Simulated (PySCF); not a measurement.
# Electric field gradients and quadrupole coupling constants

C3H10FNSi2.
Numbering: `[CH2:1]=[C:2]([CH2:3][SiH3:4])[Si@H:5]([NH2:6])[F:7]` (hydrogens: H8, H9 on C1; H10, H11 on C3; H12, H13, H14 on Si4; H15 on Si5; H16, H17 on N6)

Cartesian coordinates in Å at the GFN2-xTB level; atoms count from 1:
```
atom  x, y, z in Å
C1    -0.188   -0.866    1.552
C2    -0.080   -0.521    0.274
C3     1.162   -0.835   -0.500
Si4    2.439    0.575   -0.382
Si5   -1.446    0.379   -0.657
N6    -2.831    0.536    0.342
F7    -1.965   -0.554   -1.871
H8     0.597   -1.401    2.067
H9    -1.066   -0.642    2.132
H10    1.621   -1.748   -0.114
H11    0.914   -1.014   -1.547
H12    1.880    1.817   -0.920
H13    2.798    0.778    1.024
H14    3.631    0.197   -1.146
H15   -0.972    1.571   -1.360
H16   -3.725    0.677   -0.100
H17   -2.775    1.062    1.196
```

Field gradients from the PBE0/pcSseg-1 density (PySCF, non-relativistic), principal values in atomic units, ordered |Vxx| ≤ |Vyy| ≤ |Vzz|:

```json
{"atom": "N6", "Vxx": "0.3075", "Vyy": "0.6228", "Vzz": "-0.9302"}
```

**Question.** Find the asymmetry η = (Vxx − Vyy)/Vzz and the couplings χ = eQV/h (234.96 MHz × Q in barn × V in au), with Q(14N) = 0.02044 b.

**Answer.** 
| atom | environment | nucleus | η | χzz (MHz) | χxx (MHz) | χyy (MHz) |
| --- | --- | --- | --- | --- | --- | --- |
| N6 | silicon-bound nitrogen | 14N | 0.34 | -4.468 | 1.477 | 2.991 |

**Question.** What is Vzz at N6 in SI units (1 au = 9.71736 × 10²¹ V/m²)?

**Answer.** -0.9302 au = -9.039 × 10²¹ V/m².

**Question.** What couplings would deuterons (Q(2H) = 0.00286 b) have in place of the hydrogens, at this geometry?

**Answer.** 
```json
{"atom": "H8", "bonded to": "C1", "bond length (Å)": "1.080", "Vzz (au)": "0.3297", "η": "0.05", "χzz (kHz)": "222"}
{"atom": "H9", "bonded to": "C1", "bond length (Å)": "1.076", "Vzz (au)": "0.3378", "η": "0.05", "χzz (kHz)": "227"}
{"atom": "H10", "bonded to": "C3", "bond length (Å)": "1.092", "Vzz (au)": "0.3093", "η": "0.04", "χzz (kHz)": "208"}
{"atom": "H11", "bonded to": "C3", "bond length (Å)": "1.090", "Vzz (au)": "0.3099", "η": "0.06", "χzz (kHz)": "208"}
{"atom": "H12", "bonded to": "Si4", "bond length (Å)": "1.464", "Vzz (au)": "0.1619", "η": "0.02", "χzz (kHz)": "109"}
{"atom": "H13", "bonded to": "Si4", "bond length (Å)": "1.465", "Vzz (au)": "0.1620", "η": "0.01", "χzz (kHz)": "109"}
{"atom": "H14", "bonded to": "Si4", "bond length (Å)": "1.465", "Vzz (au)": "0.1615", "η": "0.01", "χzz (kHz)": "109"}
{"atom": "H15", "bonded to": "Si5", "bond length (Å)": "1.463", "Vzz (au)": "0.1576", "η": "0.01", "χzz (kHz)": "106"}
{"atom": "H16", "bonded to": "N6", "bond length (Å)": "1.007", "Vzz (au)": "0.4296", "η": "0.16", "χzz (kHz)": "289"}
{"atom": "H17", "bonded to": "N6", "bond length (Å)": "1.005", "Vzz (au)": "0.4361", "η": "0.17", "χzz (kHz)": "293"}
```

Isolated species at its GFN2-xTB geometry (one conformer only). GFN2-xTB bond lengths can be off by several hundredths of an ångström, more for odd bonds, and the gradients follow them. With a basis this small, the couplings can be 20 % off.

The run behind these numbers computed NMR shieldings as well. Hardware: one thread, Arm Neoverse N1 (aarch64), no GPU, on a shared host. Cost: 65 s wall (grids of density and orbitals included), 0.83 GiB resident at most.
